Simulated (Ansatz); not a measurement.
`B[N]1[CH2][AlH]1` + `C=N` → `BN=C` + `[CH2]1[NH][AlH]1` at 400 K and 1 bar (ligand exchange at a B–N bond).

Isolated molecules relaxed with PBE0-D4/def2-TZVP in Ansatz; ΔE leaves out vibrations. CCSD(T)/CBS adds triple-zeta CCSD(T) − MP2 to the extrapolated MP2 energy (def2 sets, frozen cores). This one scheme is used for every species.

| species | CCSD(T)/CBS energy (Eh) | H − E (kJ/mol) | S (J/(mol·K)) |
| --- | --- | --- | --- |
| `B[N]1[CH2][AlH]1` | -362.54602 | 182.9 | 331.2 |
| `C=N` | -94.52360 | 119.4 | 238.9 |
| `BN=C` | -119.93970 | 154.7 | 272.9 |
| `[CH2]1[NH][AlH]1` | -337.12157 | 146.5 | 291.6 |

H − E and S are ideal-gas, rigid-rotor, harmonic terms from PBE0-D4/def2-TZVP. 1 Eh = 2625.50 kJ/mol, R = 8.31446 J/(mol·K).

Task: By hand: ΔE, ΔH, ΔS and ΔG.

Result: ΔE = (-119.93970) + (-337.12157) − (-362.54602) − (-94.52360) = 0.00835 Eh = 21.9 kJ/mol. Δ(H − E) = 154.7 + 146.5 − 182.9 − 119.4 = -1.1, so ΔH = 20.8 kJ/mol. ΔS = 272.9 + 291.6 − 331.2 − 238.9 = -5.6 J/(mol·K). ΔG = 20.8 − 400 × (-5.6)/1000 = 23.0 kJ/mol.

Task: By hand: the equilibrium constant, and the temperature at which ΔG would vanish if ΔH and ΔS stayed fixed.

Result: log₁₀ K = −ΔG/(RT ln 10) = -3.0. ΔH and −TΔS have one sign here, so there is no such temperature.

The number of gas molecules stays the same, so ΔS is small and ΔH decides. A doubt of 5 kJ/mol in ΔE shifts log₁₀ K by 0.7 here. These are equilibria of isolated gas molecules and say nothing of rates. Largest T1 diagnostic: 0.016 (customary marks: 0.02 for closed shells, 0.045 for open ones).

ΔS is within the doubt of such terms, so its sign, and with it that verdict, could turn.
